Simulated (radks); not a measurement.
Spherical quantum dot in the effective-mass picture: electrons in a hard-walled sphere of radius 1.41, all in effective atomic units (hartree* = m*/eps^2 hartree, bohr* = eps/m* bohr), one dielectric constant everywhere. Method: non-relativistic Kohn-Sham, PBE, spin-polarised, spherical densities; computed with a radial shooting solver with Libxc functionals. Levels are named by radial order and angular momentum (1s, 1p, 1d, 2s, ...), and open shells are averaged over m.

N = 17, configuration 1s2 1p6 1d(up 5, down 4). This is the lowest configuration that the search found. Occupied and some empty levels:

level    occupation  eigenvalue (hartree*)  <r> (bohr*)
1s up             1                 18.961       0.8166
1s down           1                 18.998       0.8156
1p up             3                 20.859       0.9017
1p down           3                 20.902       0.9013
1d up             5                 23.639       0.9579
1d down           4                 23.684       0.9578
2s up             0                 26.541       0.6668
2s down           0                 26.562       0.6671
1f up             0                 27.188       0.9994
1f down           0                 27.235       0.9993
2p up             0                 31.360       0.7476
2p down           0                 31.388       0.7476

Energy (hartree*): total 239.057, kinetic 114.41, external 0, Hartree 142.58, exchange-correlation -17.937.
